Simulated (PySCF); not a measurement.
**Relaxation of quintet La2Te**

Computed with PySCF, UB3LYP, basis Te def2-SVP with ECP28, La def2-SVP with ECP46 (scalar-relativistic core potentials, no spin–orbit coupling, density fitting). A (50,194) grid was used.

A hand-made linear start, of D∞h symmetry, held to at least that symmetry:

```xyz
3
charge 0 multiplicity 5, angstrom
Te    0.0000    0.0000    0.0000
La    0.0000    0.0000    3.1600
La    0.0000    0.0000   -3.1600
```

Optimiser trace:
| step | E − E(last) (kJ/mol) | largest gradient (Eh/bohr) |
| --- | --- | --- |
| 0 | 27.06 | 0.02220 |
| 1 | 13.17 | 0.01688 |
| 2 | 1.00 | 0.00588 |
| 3 | 0.08 | 0.00156 |
| 4 | 0.00 | 0.00009 |
| 5 | 0.00 | 0.00000 |

It ends at D∞h with Te–La 2.947 Å (×2); La–Te–La 180.0°. A frequency run shows a minimum. Other isomers or separated fragments may lie lower.

With open d or f shells other occupations or spin states may lie lower. With an element this heavy the missing spin–orbit coupling can shift these numbers.
